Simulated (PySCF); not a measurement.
C3H8Ge, SMILES C=[CH][GeH2][CH3].

Coordinates come from a PBE0-D3(BJ)/def2-SVP optimisation. The structure was generated by enumeration, and PubChem lists no compound with its InChIKey, so it may never have been made. One conformer was computed; it need not be the lowest.

Calculation: PBE/def2-TZVP in PySCF.

Symmetry labels are those of the subgroup Cs that the program uses (full group Cs).

Computed valence orbital energies around the gap with their symmetry:
```tsv
orbital	symmetry	energy (eV)
HOMO−7	A'	-11.07
HOMO−6	A'	-9.97
HOMO−5	A"	-9.94
HOMO−4	A'	-9.44
HOMO−3	A"	-8.01
HOMO−2	A'	-7.60
HOMO−1	A'	-7.21
HOMO	A"	-6.66
LUMO	A"	-1.24
LUMO+1	A'	0.20
LUMO+2	A'	0.78
LUMO+3	A'	1.07
```
